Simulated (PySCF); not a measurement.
Give a GFN2-xTB geometry of `c1nc(C2CC2)c[n-]1`. (Charge -1.)

Z-matrix in Å and degrees, rows numbered from 1:
```
C 
N   1  1.3313
C   2  1.3668  1  102.91
C   3  1.4722  2  123.29  1   179.98
C   4  1.5052  3  120.55  2   -35.97
C   5  1.4988  4   60.13  3   109.88
C   3  1.3809  2  108.49  1    -0.00
N   1  1.3345  2  116.49  3     0.00
H   1  1.0835  2  121.71  3   179.99
H   4  1.0885  3  113.23  2   179.49
H   5  1.0843  4  119.28  6   108.04
H   5  1.0792  4  116.62  6  -107.56
H   6  1.0791  4  116.67  5   107.55
H   6  1.0841  4  119.35  5  -108.00
H   7  1.0825  3  128.90  2  -179.97
```

N2 (ring nitrogen) is bent (angle 102.9°). The 4 C–N bonds span 1.331 Å (C1–N2, aromatic) to 1.367 Å (N2–C3, aromatic), a spread of 0.036 Å. C3 (substituted aromatic carbon) is planar (angles 128.2°, 123.3° and 108.5°, sum 360.0°, 0.00 Å off the plane of its three neighbours). The 3-membered ring C4–C5–C6 has internal angles of 59.7° to 60.1°.

Computed geometry: GFN2-xTB, gas phase.

Point group: Cs (tolerance 0.08 Å). Not checked by GFN2-xTB frequencies. Torsions: N2–C3–C4–C5 -36°.

One conformer stands for the species.
